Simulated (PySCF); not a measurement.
All values below come from PBE-D3(BJ)/def2-TZVP // PBE-D3(BJ)/def2-SVP (PySCF). Isolated molecules, 0 K electronic values unless said otherwise. 

Reference species (SMILES): `[SiH3]c1cccc2ncccc12` (neutral, multiplicity 1).

* **S1 oscillator strength**: 0.000
* **HOMO**: -5.97 eV
* **HOMO–LUMO gap**: 3.27 eV
* **dipole moment**: 0.99 D

Changed species: `c1c2ncc([SiH3])cc2ccc1`.

Q: Give the shifts of the S1 oscillator strength, HOMO, HOMO–LUMO gap and dipole moment.

A: the S1 oscillator strength stays essentially unchanged; the HOMO hardly moves; the HOMO–LUMO gap rises by 0.04 eV, to 3.31 eV; the dipole moment increases by 0.94 D, to 1.93 D.
